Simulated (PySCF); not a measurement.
CH₃F₃O₃Sn, SMILES F[C](F)(F)[Sn]([OH])([OH])[OH] (connectivity only; charge and spin as stated), charge -1, multiplicity 2.

Coordinates come from a PBE0-D3(BJ)/def2-SVPD optimisation. The def2 effective core potentials stand for the cores of Sn; spin–orbit coupling is left out. Other conformers were not sampled.

Method: PBE/def2-SVPD (PySCF).

The molecule is in vacuum.

The total energy is -778.57153 hartree, the α spin, highest occupied and lowest empty level comes out as -0.08 and 3.05 eV and the β spin, highest occupied and lowest empty level is -1.98 and 0.74 eV. The dipole moment about the centre of nuclear charge is 1.63 D and the mean static polarisability is 101.7 bohr³ (15.07 Å³). The polarisability, principal values is 89.5, 90.6, 124.9 bohr³ and the ⟨S²⟩ is 0.753 (pure state 0.75).
